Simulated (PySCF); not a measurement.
CH10FNSi3, SMILES N[C@H]([SiH3])[Si@@H](F)[SiH3].

The structure is a stationary point at B3LYP-D3(BJ)/def2-SVP. The structure was generated by enumeration; whether it is a known compound was not checked. The values are those of a single conformer.

Two levels are set side by side: PBE/def2-TZVP (PySCF) and B3LYP/def2-TZVP (PySCF). Same geometry, gas phase. Differences are taken from unrounded values.

| quantity | B3LYP | PBE | PBE minus B3LYP |
|---|---|---|---|
| orbital gap (eV) | 6.31 | 4.55 | -1.76 |
| highest occupied level (eV) | -6.85 | -5.77 | 1.08 |
| lowest empty level (eV) | -0.53 | -1.22 | -0.68 |
| dipole moment (D) | 2.50 | 2.51 | 0.02 |

PBE's occupied levels lie high since its potential decays too fast outside the molecule; exact exchange lowers them and widens the gap. Differences between two approximate levels are no errors against the true value.

Rough cost on one machine, each run with all the roots and properties that it gave: B3LYP against PBE within a factor of 2.
